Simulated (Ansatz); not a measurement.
Ansatz (a quantum-chemistry and plane-wave program) input (CCSD(T)/cc-pVTZ):

Ansatz 0.2 input:
```yaml
crystal:
  periodic: [false, false, false]
  atoms:
    - {symbol: C, position_ang: [1.74758132, 0.10306170, -0.94485794]}
    - {symbol: Ge, position_ang: [0.11109296, 0.01195808, -0.08683121]}
    - {symbol: C, position_ang: [-1.77762545, 0.22992834, -0.69627033]}
    - {symbol: F, position_ang: [-0.11231779, -1.57415130, 0.72989759]}
    - {symbol: F, position_ang: [0.02560764, 1.17163168, 1.28450051]}
    - {symbol: H, position_ang: [1.84876310, -0.67022689, -1.70979533]}
    - {symbol: H, position_ang: [1.93761281, 1.09856944, -1.35252762]}
    - {symbol: H, position_ang: [-1.91586340, 1.22792052, -1.11730550]}
    - {symbol: H, position_ang: [-2.00310457, -0.50885361, -1.46810525]}
    - {symbol: H, position_ang: [-2.46172668, 0.09466832, 0.14351901]}
basis:
  gaussian:
    orbitals: cc-pVTZ
total_charge: -1
magnetization: {spin_polarized: false}
correlation: {method: ccsd_t, electrons: outside_noble_gas}
```

Output:

```
Functional definition: HF
integrals: 1.26 GiB planned
1377 factors; integrals over basis functions are off by at most 1.2e-3 eV
1.94 GiB of device memory are held for the factors and their scratch space
mean field: 1.34 GiB planned
mean field evaluation 1: about -64027.7438 eV, gradient 3.5e1 eV
mean field evaluation 2: about -64027.8579 eV, gradient 3.5e1 eV
mean field evaluation 4: about -64030.9011 eV, gradient 3.5e0 eV
mean field evaluation 8: about -64030.9474 eV, gradient 2.4e-1 eV
mean field evaluation 16: about -64027.7429 eV, gradient 3.5e1 eV
mean field -64030.94773470 eV, -2353.0939275151 hartree, gradient 9.0e-7 eV, S^2 0.000000; 0 other end points of the search recorded, 0 dependent functions left out
18 core orbitals not correlated
reference -64030.94773470 eV, -2353.0939275151 hartree; 16, 16 occupied and 199, 199 virtual orbitals, 1377 factors
second order -27.02964984 eV of doubles, -0.00000000 eV of singles
coupled cluster: 8.03 GiB planned
cycle   1  -27.00050807 eV  change    2.9e-2 eV  update   1.1e-1
cycle   2  -27.56237521 eV  change   -5.6e-1 eV  update   3.3e-2
cycle   3  -27.70483255 eV  change   -1.4e-1 eV  update   1.7e-2
cycle   4  -27.69080671 eV  change    1.4e-2 eV  update   4.0e-3
cycle   5  -27.68824487 eV  change    2.6e-3 eV  update   1.8e-3
cycle   6  -27.68928989 eV  change   -1.0e-3 eV  update   7.0e-4
cycle   7  -27.68891679 eV  change    3.7e-4 eV  update   2.8e-4
cycle   8  -27.68877258 eV  change    1.4e-4 eV  update   1.1e-4
cycle   9  -27.68883179 eV  change   -5.9e-5 eV  update   4.8e-5
cycle  10  -27.68885140 eV  change   -2.0e-5 eV  update   1.9e-5
perturbative correction -0.98848117 eV, -0.0363260128 hartree
Total energy: -64059.62506727 eV, -2354.1478000488 hartree
```

It need not be the lowest isomer of its formula. Whether it binds its extra electron was not tested at this geometry.
